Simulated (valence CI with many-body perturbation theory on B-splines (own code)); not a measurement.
Values are calculated unless marked as measured or tabulated.
## A CI+MBPT run for Tl¹⁸⁺

The program does CI of the valence electrons with many-body perturbation theory for a frozen closed Dirac-Fock core.

Command, and the settings that its task file holds:

```sh
python run_cv.py task.json out
```

```
atom Tl  Z=81  mass_number=205  rms_radius_fm=5.4759
core [Kr] 4d10 4f14
valence 5s2 6p1
avg = 1
basis = S
breit = 1
cap = 10000
capref = 1200
cscale = 1
de = 0.0
dress = 0
eps = 2e-08
extrap = 1
h = 0.27
hh = 1
l2 = 3
lcore = 6
maxit = 60
n2 = 5
natural = 1
nlev = 20
nno = [3, 3, 3, 2, 1]
nroot = 26
nsp = [3, 3, 2, 1, 0]
pt2 = 1
qed = 1
rpa = 1
s1 = 1
s2 = 1
s3 = 1
screen = 1
tol = 2e-05
whole = 1
```

What became of the run, and why?

It gave no result: the start configuration must fill the lowest shells above the core. The program said: "6p is not the lowest shell of its kind above the core".
